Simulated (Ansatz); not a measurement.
The Cd1–H2 bond of CdH4Si (SMILES [SiH3][CdH]) is stretched (multiplicity 1, the rest rigid).
Geometry at rest (charge 0, multiplicity 1):
```tsv
atom	x (Å)	y (Å)	z (Å)
Cd	-0.5664	-0.3105	-0.0798
H	-2.0453	-1.1213	-0.2881
Si	1.6349	0.8963	0.2303
H	2.2491	0.5938	1.5500
H	1.4709	2.3720	0.1537
H	2.6257	0.5132	-0.8099
```

Frozen-core correlation.

The values were computed with Ansatz (Gaussian basis) for Hartree–Fock, density functionals and correlated methods. Each number belongs to the level named beside it. In def2 rows elements past Kr take small-core potentials, without spin–orbit coupling.

FIC-MRCISD+Q on CASSCF(2,2)/def2-TZVPP, total energies (hartree):

```csv
R (Å),CASSCF,MRCISD,weight c² of the reference
1.699,-458.125547,-458.635995,0.89120
2.974,-458.057282,-458.555072,0.89280
5.438,-458.025769,-458.524290,0.89242
```

### Question
Add the Davidson correction (E_MRCISD − E_CASSCF)(1 − c²)/c² and give the energies above the first point at the three levels.

### Answer

Corrections (hartree): -0.062314, -0.059771, -0.060096. Above the first point (kcal/mol):
- R = 2.974 Å: CASSCF 42.8, MRCISD 50.8, with the correction 52.4
- R = 5.438 Å: CASSCF 62.6, MRCISD 70.1, with the correction 71.5

Ansatz is a program for electronic structure.
